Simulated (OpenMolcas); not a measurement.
## Computed transition rates of C

```
Program             : OpenMolcas 26.06
Method              : SS-RASPT2, IPEA 0.25 Eh, imaginary shift 0.1 Eh (closed shells correlated: 1s)
Basis               : ANO-RCC-VTZP [4s3p2d1f]
Scalar Hamiltonian  : DKH2, point nucleus
Active space        : 4 electrons in 9 orbitals (RAS2 2s 2p; RAS3 3d, at most 2 electrons)
State averaging     : 2S+1 = 3 even, 3 roots; 2S+1 = 1 even, 6 roots; 2S+1 = 5 odd, 1 root; 2S+1 = 3 odd, 8 roots
Spin-orbit coupling : RASSI with atomic mean-field integrals over the reference wave functions, term energies averaged over their components
```

Rates come from the transition moments of the reference wave functions (E1 and E2 in the length form). At fixed line strength A goes as λ^-3 for E1 and M1 and as λ^-5 for E2, so a rate at the computed wavelength can be rescaled to the measured one. Measured vacuum wavelengths follow from level energies in NIST Handbook of Basic Atomic Spectroscopic Data. Branching counts decays inside the model space alone, at computed energies, and the table is only a selection of the E2 and M1 lines, drawn from those between levels with measured partners whose computed energy lies within a factor of 1.5 of the measured one.

```json
{"Upper": "2s² 2p² ¹S₀", "Lower": "2s² 2p² ¹D₂", "Type": "E2", "λ computed (nm)": "864.6", "λ measured (nm)": "873", "A computed (s-1)": "5.09e-01", "A rescaled (s-1)": "4.85e-01", "Branching %": "99.6"}
{"Upper": "2s² 2p² ¹D₂", "Lower": "2s² 2p² ³P₂", "Type": "M1", "λ computed (nm)": "939.8", "λ measured (nm)": "985.3", "A computed (s-1)": "1.88e-04", "A rescaled (s-1)": "", "Branching %": "74.5"}
{"Upper": "2s² 2p² ¹D₂", "Lower": "2s² 2p² ³P₁", "Type": "M1", "λ computed (nm)": "937.2", "λ measured (nm)": "982.7", "A computed (s-1)": "6.33e-05", "A rescaled (s-1)": "", "Branching %": "25.1"}
```

Spin-changing lines and M1 lines between different terms are not rescaled, since their strength hangs on the term gaps too.

The largest correction is for 2s² 2p² ¹S₀ → 2s² 2p² ¹D₂ (E2): 5.09e-01 × (864.6 / 873)^5 = 4.85e-01 s-1, a factor of 0.95.

The computed rate and branching of 2s² 2p² ¹S₀ → 2s² 2p² ¹D₂ give the upper level a radiative lifetime of 0.996 / 5.09e-01 s-1 = 1.96e+00 s, counting decays inside the model space alone. The rescaled rate gives about 2.1e+00 s.

No measured rate stands beside these. Rescaling mends the energy factor alone: line strengths can still be far off where a level mixes with configurations outside the active space, and weak or spin-changing lines hang on small mixing coefficients that depend on the term gaps too, so rescaling need not improve them.

CASPT2 does not keep the components of a term degenerate, so their means are used; among the terms shown or strongly mixed into the levels shown the widest spread is 30 cm-1 (2s² 2p² ¹D). Active for correlation alone: 3d; no level in the range computed is led by a configuration that fills it, so any true level of that kind is missing. Measured partners are found by configuration, term and J. A level has none where our copy of the source lacks it or the pairing is in doubt (some pairs that miss far off the trend of their configuration count as doubtful). Only configurations of the active space appear.
